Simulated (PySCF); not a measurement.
C5H3O2S (doublet state).
Z-matrix (Å and degrees, GFN2-xTB geometry), rows numbered from 1:
```
C 
C   1  1.4850
S   2  1.6341  1  123.91
C   2  1.3993  1  116.97  3  -179.67
C   4  1.2101  2  176.99  1   -54.33
C   5  1.5313  4  169.16  1   115.08
O   6  1.2211  5  103.97  4   -15.74
O   6  1.2049  5  115.25  4   163.82
H   1  1.0911  2  109.34  3  -115.81
H   1  1.0902  2  110.08  3   126.85
H   1  1.0867  2  110.81  3     4.95
```

Identity: `[O]C(C#CC(C)=S)=O` [radical].

Method used: UKS B3LYP, pcH-1 on C H O S, non-relativistic, mean-field spin-orbit, GIAO in PySCF 2.14.0. Isolated species at its GFN2-xTB geometry, gas phase. The geometry wasn't refined by DFT: couplings that depend on bond lengths, twists or pyramidal angles can differ widely from those at the functional's own minimum.

Output of the driver script. Atoms in this output count from 0.

```
UKS, coarse grid
  cycle   1  E = -740.51756269  |g| = 8.54e-01
  cycle   2  E = -732.26654378  |g| = 2.96e+00
  cycle   3  E = -740.50703092  |g| = 6.83e-01
  cycle   4  E = -740.78253958  |g| = 3.11e-01
  cycle   5  E = -740.63857832  |g| = 5.51e-01
  cycle   6  E = -740.77453402  |g| = 3.81e-01
  cycle   7  E = -740.83056630  |g| = 9.97e-02
  cycle   8  E = -740.81342712  |g| = 1.79e-01
  cycle   9  E = -740.83117132  |g| = 9.54e-02
  cycle  10  E = -740.83370466  |g| = 7.98e-02
  cycle  11  E = -740.83635237  |g| = 5.96e-02
  cycle  12  E = -740.83849624  |g| = 3.60e-02
  cycle  13  E = -740.83918016  |g| = 2.92e-02
  cycle  14  E = -740.83962413  |g| = 2.56e-02
  cycle  15  E = -740.84091735  |g| = 1.19e-02
  cycle  16  E = -740.84102603  |g| = 5.02e-03
  cycle  17  E = -740.84111377  |g| = 2.96e-03
  cycle  18  E = -740.84117510  |g| = 2.65e-03
  cycle  19  E = -740.84121281  |g| = 1.63e-03
  cycle  20  E = -740.84122780  |g| = 1.39e-03
  cycle  21  E = -740.84123077  |g| = 1.20e-03
  cycle  22  E = -740.84123102  |g| = 2.82e-04
UKS, final grid
  cycle   1  E = -740.84124249  |g| = 6.32e-04
  cycle   2  E = -740.84124167  |g| = 1.59e-03
  cycle   3  E = -740.84124268  |g| = 1.30e-04
  cycle   4  E = -740.84124269  |g| = 1.22e-04
  cycle   5  E = -740.84124270  |g| = 7.59e-05
  cycle   6  E = -740.84124271  |g| = 4.08e-05
  cycle   7  E = -740.84124271  |g| = 1.80e-05
E = -740.84124271 Eh   <S^2> = 0.7970 (exact 0.7500)
g shifts (ppm)      1          2          3
  rmc          -286       -286       -286
  gc             13         70         47
  oz_so        1518      11900     118029
  total        1249      11685     117794
hyperfine (MHz)  atom isotope    a_iso     a_fc   dipolar eigenvalues
    0   13C       5.27       5.27     -1.67     -0.37      2.04
    1   13C     -18.32     -18.32    -14.94      6.57      8.36
    2   33S       9.30       9.30    -46.80    -36.54     83.34
    3   13C       2.90       2.90    -15.75    -13.15     28.89
    4   13C      66.98      66.98    -23.57     -7.72     31.30
    5   13C     -32.99     -32.99     -6.09     -0.96      7.05
    6   17O     -35.94     -35.94   -169.24     80.35     88.90
    7   17O      10.12      10.12    -14.67      5.97      8.70
    8    1H      -4.93      -4.93     -0.64     -0.19      0.83
    9    1H     -13.20     -13.20     -0.93     -0.21      1.14
   10    1H       0.18       0.18     -1.74     -0.42      2.16
```

**Question.** The run flagged its g tensor. What set off the flag, and which results does it touch?

**Answer.** The largest g shift is +0.118, past the limit of 0.03 at which the run flags a species of elements up to argon. The orbital-Zeeman/spin–orbit term is second order, a sum of spin–orbit matrix elements over excitation energies, so it grows and becomes less reliable as an excited state comes close; a shift of this size calls for a check with another method. The contact and dipolar couplings don't rest on that expansion, but they belong to the state that the SCF found, and a close-lying state with the spin in another orbital would have other couplings; no stability test was run. The run left out the spin–orbit part of the hyperfine coupling.

**Question.** Where is the spin in this solution (atoms counted from 1)?

**Answer.** Largest spin populations (Mulliken): O7 (+0.54), S3 (+0.39), C4 (+0.14) and C2 (-0.10). The positive populations add up to 1.14 and the negative ones to -0.14, together 2S = 1. ⟨S²⟩ = 0.7970 against the exact 0.7500, 6.3 % above the value of a pure doublet state. The SMILES `CC(=S)C#CC([O])=O` draws the unpaired electron on O7, whose computed spin population is only +0.54.

**Question.** Average a_iso over equivalent nuclei, turn it into first-order splittings with g = 2.0023, and give the multiplets for abundant isotopes (0.05 mT or more).

**Answer.** 
```json
{"nuclei (from 1)": "H9/H10/H11", "isotope": "1H", "I": "1/2", "position": "3 bonds from S3", "a_iso (MHz)": "-6.0", "|a| (mT)": "0.21", "splits into": "1:3:3:1 quartet"}
```

Nuclei that the bonding pattern makes equivalent are averaged, as if the motion that swaps them (rotation, inversion, ring flip) were fast. The three 1H nuclei of mean -6.0 MHz run from -13.2 to 0.2 MHz in the frozen geometry. Main spin sites, with 60 % or more of the largest population: S3, O7; positions count bonds from the nearest.
